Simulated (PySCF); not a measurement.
PySCF input (M06-2X/6-311+G**):

```python
from pyscf import gto, dft

mol = gto.M(
    atom='''
    C    -1.58812800   -0.18753800    0.60573700
    N    -0.49804400   -0.56852600   -0.22847700
    Si    1.02617000    0.27197400   -0.25414900
    H    -2.21679400   -1.05081400    0.84645000
    H    -1.31498200    0.34007000    1.53002400
    H    -2.23179300    0.49821800    0.02941700
    H     2.10636400   -0.73989900   -0.27450200
    H     1.22995700    1.18856100    0.90220500
    H     1.07595100    1.06113400   -1.51058800
    ''',
    basis='6-311+g**',
    charge=0,
    spin=1,
    verbose=4,
)

mf = dft.UKS(mol, xc='m062x')
mf.grids.level = 4
mf.conv_tol = 1e-9
mf.max_cycle = 100
mf.max_memory = 1500
mf.kernel()
if not mf.converged:
    mf = mf.newton()
    mf.kernel(mf.make_rdm1())
mo, _, stable, _ = mf.stability(return_status=True)
if not stable:
    mf.kernel(mf.make_rdm1(mo, mf.mo_occ))
    stable = mf.stability(return_status=True)[2]
mf.dip_moment()
```

Output:

```
PySCF version 2.14.0

[INPUT] verbose = 4
[INPUT] num. atoms = 9
[INPUT] num. electrons = 33
[INPUT] charge = 0
[INPUT] spin (= nelec alpha-beta = 2S) = 1
[INPUT] symmetry False subgroup None
[INPUT] Mole.unit = angstrom
[INPUT] Symbol           X                Y                Z      unit          X                Y                Z       unit  Magmom
[INPUT]  1 C     -1.588128000000  -0.187538000000   0.605737000000 AA   -3.001126970753  -0.354395457949   1.144677033516 Bohr   0.0
[INPUT]  2 N     -0.498044000000  -0.568526000000  -0.228477000000 AA   -0.941166757983  -1.074358434694  -0.431758955762 Bohr   0.0
[INPUT]  3 Si     1.026170000000   0.271974000000  -0.254149000000 AA    1.939180257245   0.513956373002  -0.480272004832 Bohr   0.0
[INPUT]  4 H     -2.216794000000  -1.050814000000   0.846450000000 AA   -4.189133534579  -1.985750667859   1.599558678138 Bohr   0.0
[INPUT]  5 H     -1.314982000000   0.340070000000   1.530024000000 AA   -2.484955838733   0.642639163181   2.891326324012 Bohr   0.0
[INPUT]  6 H     -2.231793000000   0.498218000000   0.029417000000 AA   -4.217477536721   0.941495570329   0.055590073406 Bohr   0.0
[INPUT]  7 H      2.106364000000  -0.739899000000  -0.274502000000 AA    3.980451078643  -1.398206469840  -0.518733600645 Bohr   0.0
[INPUT]  8 H      1.229957000000   1.188561000000   0.902205000000 AA    2.324281874992   2.246054772339   1.704920358213 Bohr   0.0
[INPUT]  9 H      1.075951000000   1.061134000000  -1.510588000000 AA    2.033252713452   2.005252641464  -2.854597607054 Bohr   0.0

nuclear repulsion = 106.767460774395
number of shells = 58
number of NR pGTOs = 167
number of NR cGTOs = 110
basis = 6-311+g**
ecp = {}

******** <class 'pyscf.dft.uks.UKS'> ********
method = UKS
initial guess = minao
damping factor = 0
level_shift factor = 0
DIIS = <class 'pyscf.scf.diis.CDIIS'>
diis_start_cycle = 1
diis_space = 8
diis_damp = 0
SCF conv_tol = 1e-09
SCF conv_tol_grad = None
SCF max_cycles = 100
direct_scf = True
direct_scf_tol = 1e-13
number electrons alpha = 17  beta = 16
XC library pyscf.dft.libxc version 7.1.2
    S. Lehtola, C. Steigemann, M. J. T. Oliveira, and M. A. L. Marques,  SoftwareX 7, 1–5 (2018)
XC functionals = m062x
    Y. Zhao and D. G. Truhlar,  Theor. Chem. Acc. 120, 215 (2008)
    Y. Zhao and D. G. Truhlar,  Theor. Chem. Acc. 120, 215 (2008)
radial grids:
    Treutler-Ahlrichs [JCP 102, 346 (1995); DOI:10.1063/1.469408] (M4) radial grids

becke partition: Becke, JCP 88, 2547 (1988); DOI:10.1063/1.454033
pruning grids: <function nwchem_prune>
grids dens level: 4
symmetrized grids: False
atomic radii adjust function: <function treutler_atomic_radii_adjust>
small_rho_cutoff = 0
Set gradient conv threshold to 3.16228e-05
tot grids = 179656
init E= -385.829078509013
  alpha nocc = 17  HOMO = -0.237365531133699  LUMO = -0.00808443768905354
  beta  nocc = 16  HOMO = -0.284285679480242  LUMO = -0.237365531133689

WARN: HOMO -0.237365531133699 >= LUMO -0.237365531133689

cycle= 1 E= -385.82660458442  delta_E= 0.00247  |g|= 0.176  |ddm|= 1.53
  alpha nocc = 17  HOMO = -0.288807730383147  LUMO = 0.00742514285300416
  beta  nocc = 16  HOMO = -0.274754317065273  LUMO = -0.0654224508687168
  HOMO = -0.274754317065  LUMO = -0.0654224508687  gap/eV = 5.69621
cycle= 2 E= -385.840942170943  delta_E= -0.0143  |g|= 0.143  |ddm|= 0.277
  alpha nocc = 17  HOMO = -0.329779137473653  LUMO = 0.00903532027479946
  beta  nocc = 16  HOMO = -0.317397307267193  LUMO = -0.0915908668431162
  HOMO = -0.317397307267  LUMO = -0.0915908668431  gap/eV = 6.14451
cycle= 3 E= -385.849886356476  delta_E= -0.00894  |g|= 0.0437  |ddm|= 0.141
  alpha nocc = 17  HOMO = -0.323977624149738  LUMO = 0.0104023454817135
  beta  nocc = 16  HOMO = -0.308021721705389  LUMO = -0.0720861307207435
  HOMO = -0.308021721705  LUMO = -0.0720861307207  gap/eV = 6.42013
cycle= 4 E= -385.851243124017  delta_E= -0.00136  |g|= 0.0119  |ddm|= 0.0359
  alpha nocc = 17  HOMO = -0.328201055322038  LUMO = 0.0103326819787915
  beta  nocc = 16  HOMO = -0.309282592276795  LUMO = -0.0684550228168067
  HOMO = -0.309282592277  LUMO = -0.0684550228168  gap/eV = 6.55325
cycle= 5 E= -385.851458014418  delta_E= -0.000215  |g|= 0.00392  |ddm|= 0.0213
  alpha nocc = 17  HOMO = -0.328453671243817  LUMO = 0.0102974968320248
  beta  nocc = 16  HOMO = -0.308468674513897  LUMO = -0.0669817321824561
  HOMO = -0.308468674514  LUMO = -0.0669817321825  gap/eV = 6.57119
cycle= 6 E= -385.851479021414  delta_E= -2.1e-05  |g|= 0.00154  |ddm|= 0.00602
  alpha nocc = 17  HOMO = -0.328610931685814  LUMO = 0.0102901213180498
  beta  nocc = 16  HOMO = -0.308395949798259  LUMO = -0.0667512869340925
  HOMO = -0.308395949798  LUMO = -0.0667512869341  gap/eV = 6.57549
cycle= 7 E= -385.851481427979  delta_E= -2.41e-06  |g|= 0.000596  |ddm|= 0.00252
  alpha nocc = 17  HOMO = -0.32875449942574  LUMO = 0.0102642073960666
  beta  nocc = 16  HOMO = -0.308498100074778  LUMO = -0.0668217094004093
  HOMO = -0.308498100075  LUMO = -0.0668217094004  gap/eV = 6.57635
cycle= 8 E= -385.851481777788  delta_E= -3.5e-07  |g|= 0.000175  |ddm|= 0.000843
  alpha nocc = 17  HOMO = -0.328734383303852  LUMO = 0.0102689651616448
  beta  nocc = 16  HOMO = -0.308457422652563  LUMO = -0.0667952741159035
  HOMO = -0.308457422653  LUMO = -0.0667952741159  gap/eV = 6.57596
cycle= 9 E= -385.851481895984  delta_E= -1.18e-07  |g|= 0.000105  |ddm|= 0.000519
  alpha nocc = 17  HOMO = -0.328732684808003  LUMO = 0.0102670414551288
  beta  nocc = 16  HOMO = -0.308452167284743  LUMO = -0.0668026046090939
  HOMO = -0.308452167285  LUMO = -0.0668026046091  gap/eV = 6.57562
cycle= 10 E= -385.851481977842  delta_E= -8.19e-08  |g|= 8.23e-05  |ddm|= 0.000424
  alpha nocc = 17  HOMO = -0.328724526929897  LUMO = 0.0102659440536168
  beta  nocc = 16  HOMO = -0.308450366774095  LUMO = -0.0668010572175884
  HOMO = -0.308450366774  LUMO = -0.0668010572176  gap/eV = 6.57561
cycle= 11 E= -385.851482058126  delta_E= -8.03e-08  |g|= 5.33e-05  |ddm|= 0.000571
  alpha nocc = 17  HOMO = -0.328716067132304  LUMO = 0.0102646418909564
  beta  nocc = 16  HOMO = -0.30845277665675  LUMO = -0.066798283195178
  HOMO = -0.308452776657  LUMO = -0.0667982831952  gap/eV = 6.57575
cycle= 12 E= -385.851482112367  delta_E= -5.42e-08  |g|= 1.76e-05  |ddm|= 0.000789
  alpha nocc = 17  HOMO = -0.328711422064481  LUMO = 0.0102639152244649
  beta  nocc = 16  HOMO = -0.30845235030342  LUMO = -0.0667955037130954
  HOMO = -0.308452350303  LUMO = -0.0667955037131  gap/eV = 6.57582
cycle= 13 E= -385.85148211553  delta_E= -3.16e-09  |g|= 5.38e-06  |ddm|= 0.000222
  alpha nocc = 17  HOMO = -0.328712078761883  LUMO = 0.0102638084498727
  beta  nocc = 16  HOMO = -0.308453708328768  LUMO = -0.0667967916931751
  HOMO = -0.308453708329  LUMO = -0.0667967916932  gap/eV = 6.57582
cycle= 14 E= -385.851482115576  delta_E= -4.6e-11  |g|= 1.9e-06  |ddm|= 1.85e-05
  alpha nocc = 17  HOMO = -0.328711193341617  LUMO = 0.0102638458307015
  beta  nocc = 16  HOMO = -0.308452903173016  LUMO = -0.0667962579790737
  HOMO = -0.308452903173  LUMO = -0.0667962579791  gap/eV = 6.57581
Extra cycle  E= -385.851482115578  delta_E= -2.05e-12  |g|= 1.74e-06  |ddm|= 3.62e-06
converged SCF energy = -385.851482115578  <S^2> = 0.75443895  2S+1 = 2.004434
uhf_internal: lowest eigs of H = [0.07262315 0.3751872  0.42353882]
<class 'pyscf.dft.uks.UKS'> wavefunction is stable in the internal stability analysis
Dipole moment(X, Y, Z, Debye): -0.48919,  1.07047,  0.98896
```

The geometry given is a B3LYP-D3(BJ)/def2-TZVP minimum.
